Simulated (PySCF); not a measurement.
Basis and Hamiltonian dependence of the excitation energy of Mo+

Mo+ [Kr] 4d5 (6S) → Mo+ [Kr] 4d4 5s1 (6D). Calculated with PySCF 2.14 from differences of total energies of unrestricted determinants, without spin-orbit coupling. Values in eV.

```
                                                                               basis    Hamiltonian  functions    UHF    PBE   PBE0  MP2 (valence)  CCSD(T) (valence)  CCSD(T) (valence and next inner shell)
                                                        aug-cc-pVDZ-PP with ECP28MDF            ECP         54  1.505  1.471  1.606          1.662              1.661                                     n/a
                             def2-TZVPPD with the def2 core potential (28 electrons)            ECP         56  1.402  1.378  1.511          1.598              1.597                                   1.448
                                                                        ANO-RCC-VTZP  spin-free X2C         68  1.436  1.614  1.704          1.664              1.666                                   1.586
                                                      aug-cc-pwCVDZ-PP with ECP28MDF            ECP         70  1.428  1.405  1.538          1.631              1.628                                   1.379
                                                                        x2c-TZVPPall  spin-free X2C         79  1.412  1.560  1.654          1.629              1.630                                   1.526
                             def2-QZVPPD with the def2 core potential (28 electrons)            ECP         81  1.395  1.363  1.499          1.600              1.594                                   1.461
                                                        aug-cc-pVTZ-PP with ECP28MDF            ECP         88  1.423  1.391  1.527          1.613              1.605                                     n/a
                   x2c-TZVPPall with one added diffuse shell each of s, p, d, f type  spin-free X2C         95  1.413  1.557  1.652          1.628              1.625                                   1.521
                                                                      aug-cc-pVTZ-DK  spin-free X2C        102  1.399  1.517  1.618          1.593              1.585                                     n/a
                                                                        x2c-QZVPPall  spin-free X2C        111  1.395  1.528  1.626          1.603                n/a                                     n/a
aug-cc-pVTZ-PP with one added diffuse shell each of s, p, d, f, g type with ECP28MDF            ECP        113  1.422  1.391  1.527          1.612                n/a                                     n/a
                                                      aug-cc-pwCVTZ-PP with ECP28MDF            ECP        122  1.415  1.386  1.523          1.619                n/a                                     n/a
```

Frozen in the all-electron rows: valence: [Kr]; valence and next inner shell: [Ar] 3d10; with a core potential, the same shells as far as they lie outside it.

Reference for a calculation without spin-orbit coupling: 1.587 eV (measured, between term centres; NIST).
